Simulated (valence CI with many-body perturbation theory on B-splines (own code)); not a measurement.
Pt12+: one-electron terms

Level of theory: configuration interaction combined with many-body perturbation theory (CI+MBPT): six valence electrons over a frozen Dirac-Fock core [Kr] 4d10 4f14, a basis of 9 s, 9 p, 8 d, 6 f, 3 g, 1 h functions for each j, with the one-electron correlation potential Σ1 (screened to all orders), the two-electron term Σ2, the three-electron term Σ3, Breit, model QED; selected single and double excitations, second order for the rest, scaled by the run's own slope (own B-spline code, finite nucleus).

No measured spectrum was set against this ion. As an estimate, levels hold to about 250 cm⁻¹ or 0.2 % of their energy and the worst to 1 %, as in measured heavy ions of charge 2 to 7. The list stops below the first excitations out of the core. Only levels of the ground parity were solved; by the run's estimate the other parity begins above the list, which can be wrong where configurations are misplaced.

These are the spectroscopic orbitals of the CI (the correlating ones are not listed), shaped by the core and the other valence electrons. h is the expectation value of the core's Dirac-Fock operator, without the valence repulsion; Σ1 is computed up to l = 3 at one energy for each symmetry, that of its lowest orbital but kept below the first core excitation, so for empty shells it is not the orbital's own correlation shift; Breit and QED include the response of the core.

| Orbital | h (hartree) | Σ1 (cm⁻¹) | Breit (cm⁻¹) | QED (cm⁻¹) | ⟨r⟩ (bohr) |
| --- | --- | --- | --- | --- | --- |
| 5s1/2 | -16.036 | -22327 | 2404 | 2132 | 0.9141 |
| 6s1/2 | -8.9795 | -5793 | 855 | 749 | 1.690 |
| 7s1/2 | -5.76 | -2434 | 398 | 352 | 2.704 |
| 8s1/2 | -4.0181 | -1293 | 223 | 197 | 3.939 |
| 5p1/2 | -14.535 | -19456 | 3529 | 107 | 0.9642 |
| 6p1/2 | -8.282 | -5076 | 1240 | 35.3 | 1.800 |
| 7p1/2 | -5.3908 | -2239 | 604 | 17.2 | 2.858 |
| 8p1/2 | -3.7982 | -1219 | 346 | 9.8 | 4.139 |
| 5p3/2 | -13.732 | -16046 | 1850 | 248 | 1.028 |
| 6p3/2 | -7.9418 | -4422 | 679 | 89.6 | 1.884 |
| 7p3/2 | -5.2125 | -1992 | 373 | 44.6 | 2.961 |
| 8p3/2 | -3.6927 | -1097 | 216 | 25.7 | 4.263 |
| 5d3/2 | -11.36 | -10915 | 974 | -67.5 | 1.165 |
| 6d3/2 | -6.8179 | -3368 | 389 | -27.5 | 2.132 |
| 7d3/2 | -4.5994 | -1650 | 209 | -14.8 | 3.299 |
| 5d5/2 | -11.214 | -10331 | 576 | -11.0 | 1.185 |
| 6d5/2 | -6.7523 | -3246 | 231 | -5.0 | 2.156 |
| 7d5/2 | -4.5635 | -1599 | 127 | -2.8 | 3.328 |
| 5f5/2 | -8.3908 | -4721 | 75.0 | -30.5 | 1.515 |
| 6f5/2 | -5.4183 | -2143 | 42.8 | -16.3 | 2.614 |
| 5f7/2 | -8.3601 | -4618 | -33.3 | -18.1 | 1.523 |
| 6f7/2 | -5.4025 | -2105 | -16.8 | -9.9 | 2.623 |
| 5g7/2 | -6.1855 |  | 3.1 | 0.6 | 1.992 |
| 5g9/2 | -6.1867 |  | -1.0 | 1.5 | 1.991 |

Among the shells of the start configuration 5s2 5p4, Σ1 is largest in size for 5s1/2, where it is 0.63 % of h.

Lowest root of each symmetry, sizes in configuration state functions:

```json
{"J": "0", "Parity": "even", "Roots": "1", "Reference": "36", "Variational": "11403", "Second order": "619873", "Change by selected CI (cm⁻¹)": "-13304", "Change by second order (cm⁻¹)": "-65"}
{"J": "1", "Parity": "even", "Roots": "1", "Reference": "74", "Variational": "21464", "Second order": "1796735", "Change by selected CI (cm⁻¹)": "-12394", "Change by second order (cm⁻¹)": "-104"}
{"J": "2", "Parity": "even", "Roots": "2", "Reference": "95", "Variational": "33207", "Second order": "3326078", "Change by selected CI (cm⁻¹)": "-12589", "Change by second order (cm⁻¹)": "-101"}
```
